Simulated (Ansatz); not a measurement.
`B[SiH2]OC` + silanol → `BO[SiH3]` + `CO[SiH3]`  (cleavage of the B–Si bond)

Computed with Ansatz on PBE0-D4/def2-TZVP structures; ΔE is electronic, products minus reactants. CCSD(T)/CBS adds triple-zeta CCSD(T) − MP2 to the extrapolated MP2 energy (def2 sets, frozen cores). Functionals use def2-TZVPP. B3LYP here is the variant with VWN-RPA as its local correlation; programs differ in this. HSE06 is defined as in plane-wave codes. One conformer a species, not always the lowest.

| level | ΔE (kcal/mol) | difference from CCSD(T)/CBS |
| --- | --- | --- |
| LDA (SPW92) | -38.6 | 0.4 |
| PBE-D4 | -36.7 | 2.3 |
| BLYP-D4 | -39.7 | -0.7 |
| r2SCAN-D4 | -38.7 | 0.3 |
| B97M-V | -38.1 | 0.9 |
| PBE0-D4 | -37.3 | 1.7 |
| B3LYP-D4 | -40.0 | -1.0 |
| r2SCANh-D4 | -38.8 | 0.2 |
| r2SCAN0-D4 | -39.0 | 0.0 |
| HSE06-D4 | -37.3 | 1.7 |
| BHLYP-D4 | -41.0 | -2.0 |
| CAM-B3LYP-D4 | -41.0 | -2.0 |
| ωB97X-V | -38.8 | 0.2 |
| ωB97M-V | -39.9 | -0.9 |
| B2PLYP | -40.6 | -1.6 |
| PBE-QIDH | -39.0 | 0.0 |
| PBE | -36.8 | 2.2 |
| revPBE | -36.0 | 3.0 |
| BLYP | -39.6 | -0.6 |
| r2SCAN | -38.7 | 0.3 |
| PBE0 | -37.3 | 1.7 |
| B3LYP | -40.1 | -1.1 |
| r2SCANh | -38.8 | 0.2 |
| r2SCAN0 | -39.1 | -0.1 |
| HSE06 | -37.4 | 1.6 |
| BHLYP | -41.1 | -2.1 |
| CAM-B3LYP | -41.0 | -2.0 |
| LC-ωPBE | -38.0 | 1.0 |
| RPA@PBE/def2-TZVPP | -39.8 | -0.8 |
| HF/def2-SVP | -44.5 | -5.5 |
| CCSD/def2-SVP | -44.4 | -5.4 |
| CCSD(T)/def2-SVP | -44.7 | -5.7 |
| MP2/def2-TZVPP | -40.9 | -1.9 |
| SCS-MP2/def2-TZVPP | -41.1 | -2.1 |
| CCSD/def2-TZVPP | -39.4 | -0.4 |
| CCSD(T)/def2-TZVPP | -39.4 | -0.4 |
| HF/def2-QZVPP | -42.2 | -3.2 |
| SCS-MP2/def2-QZVPP | -40.9 | -1.9 |
| MP2/CBS(def2) | -40.4 | -1.4 |
| CCSD/CBS(def2) | -38.9 | 0.1 |
| CCSD(T)/CBS | -39.0 | 0 |

**Question.** What do rigid-rotor, harmonic-oscillator terms from PBE0-D4/def2-TZVP frequencies (298.15 K, 1 bar) make of the CCSD(T)/CBS value? (Best estimate.)

**Answer.** Computed: ΔZPE = +0.3 kcal/mol, ΔH = -39.0 kcal/mol, ΔS = -6 J/(mol·K), ΔG = -38.6 kcal/mol.

Largest T1 diagnostic among the species: 0.013.

At CCSD(T), def2-SVP lies −5.7 kcal/mol from the extrapolated value and def2-TZVPP −0.4 kcal/mol. Leaving LDA and LC-ωPBE aside and taking each functional with its dispersion term where it has one, the values, not all of them listed here, spread over 4.6 kcal/mol, from CAM-B3LYP-D4 to revPBE-D4. LDA lies −1.9 kcal/mol from PBE without D4.
